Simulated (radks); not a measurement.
Results of a calculation; reference values are marked as such.
Valence configurations of neutral barium (all share [Xe]). Code: a radial shooting solver on a logarithmic mesh with Libxc functionals. Model: Dirac Kohn-Sham, PBE, spin-unpolarised, spherical densities, finite nucleus; open shells fill j = l - 1/2 first; Fermi nuclear charge, rms radius 4.8378 fm. Energies are relative to 6s2; eigenvalues in eV.

valence          E (eV)  e(4f5/2)  e(5d3/2)  e(6p1/2)  e(6s1/2)
6s2               0.000         -         -         -    -3.229
5d0.5 6s1.5       0.605         -    -1.702         -    -2.979
6s1.5 6p0.5       0.955         -         -    -1.575    -3.502
5d0.5 6s1 6p0.5   1.508         -    -2.075    -1.431    -3.252
6s1 6p1           1.927         -         -    -1.791    -3.753
5d2               2.729         -    -0.974         -         -
5d1 6p1           2.996         -    -2.082    -1.533         -
4f1 6s1           4.168    -0.339         -         -    -4.907

NIST lists [Xe] 6s2 as the ground configuration; this level of theory agrees among the configurations tried. The energies are those of spherical spin-averaged densities, not of single terms.
